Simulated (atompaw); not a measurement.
# An all-electron radial function and its pseudo partner (germanium)

Columns: radius, all-electron u(r) and pseudo u(r) of the 3d shell (level -33.81 eV) of germanium in the configuration [Ne] 3s2 3p6 3d10 4s2 4p1.5; LDA (PW92), scalar-relativistic, PAW (atompaw) scheme, atompaw 4.2.0.5.

```tsv
r (bohr)	all-electron	pseudo
0.058	0.0482	0.0005
0.115	0.2214	0.0041
0.173	0.4612	0.0135
0.231	0.6951	0.0310
0.288	0.8831	0.0576
0.346	1.0199	0.0948
0.404	1.1041	0.1418
0.462	1.1438	0.1973
0.519	1.1496	0.2579
0.577	1.1307	0.3230
0.635	1.0947	0.3884
0.692	1.0486	0.4496
0.750	0.9951	0.5055
0.808	0.9381	0.5524
0.865	0.8809	0.5874
0.923	0.8230	0.6106
0.981	0.7665	0.6206
1.038	0.7129	0.6183
1.096	0.6610	0.6046
1.154	0.6118	0.5815
1.212	0.5655	0.5514
1.269	0.5228	0.5174
1.327	0.4822	0.4808
1.385	0.4444	0.4443
1.442	0.4099	0.4099
1.500	0.3774	0.3774
```

Q: How many radial nodes do the two functions have?

A: The all-electron 3d function has n − l − 1 = 0; the pseudo-wave has 0.

Q: Is the pseudo-wave norm-conserving?

A: No, it belongs to a PAW set: the norm inside the radius is not constrained, and the difference is carried by the augmentation charge.
